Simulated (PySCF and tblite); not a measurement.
The numbers below are computed, except where a source is named.
System: C8H9F, numbered as in [CH3:1][C@@H:2]1[CH:3]=[CH:4][CH:5]=[C:6]([F:7])[CH:8]=[CH:9]1.

For the shift of H on C2 from C2 to C6: electronic barrier 35.28 kcal/mol, zero-point change -3.07 kcal/mol, thermal and entropy terms at 298.15 K a further 0.27 kcal/mol (symmetry numbers apart). The minimum is C1, the saddle C1. Geometries: PBE0-D3(BJ)/def2-SVP; energies: PBE0/pcSseg-1 + D3(BJ), IEF-PCM cyclohexane; zero-point and thermal terms from GFN2-xTB harmonic modes (soft modes blended into free rotors). Rates follow Eyring's equation with the number of equivalent paths and no tunnelling. Run with tblite and PySCF.

**Question.** How many equivalent paths lead out of the minimum?

**Answer.** 1: the symmetry number of the minimum is 1, that of the saddle displaced along its mode 1.

**Question.** Work out the rate at 298.15 K.

**Answer.** ΔG‡ = 32.48 kcal/mol; k_B T/h = 6.2×10¹² s⁻¹; exp(−ΔG‡/RT) = 1.6×10⁻²⁴; times 1 gives k = 9.7×10⁻¹² s⁻¹.

Tunnelling of the moving H, left out here, will speed the real process.
